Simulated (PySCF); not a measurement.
C3H7O2, SMILES C(C([CH2])O)O, multiplicity 2. Geometry optimised at PBE-D3(BJ)/def2-SVP. The isomer is the one that the SMILES or the coordinates give; other isomers of the formula were not compared. The values are those of a single conformer.

Computed equilibrium geometry at PBE-D3(BJ)/def2-SVP (PySCF confirms it by a frequency run) as Cartesian coordinates in Å (one conformer of several):
```xyz
12

C     -0.7630     1.4449    -0.3687
C     -0.7124     0.0727     0.1977
O     -0.8154    -0.8586    -0.8938
C      0.5942    -0.2215     0.9614
O      1.6866    -0.2179     0.0777
H     -1.3094     1.6212    -1.3063
H     -0.3513     2.2952     0.1928
H     -1.5735    -0.0745     0.9089
H     -1.0124    -1.7318    -0.5046
H      0.7642     0.5448     1.7489
H      0.4753    -1.2057     1.4912
H      1.3244    -0.6144    -0.7442
```
Charge 0, spin multiplicity 2.
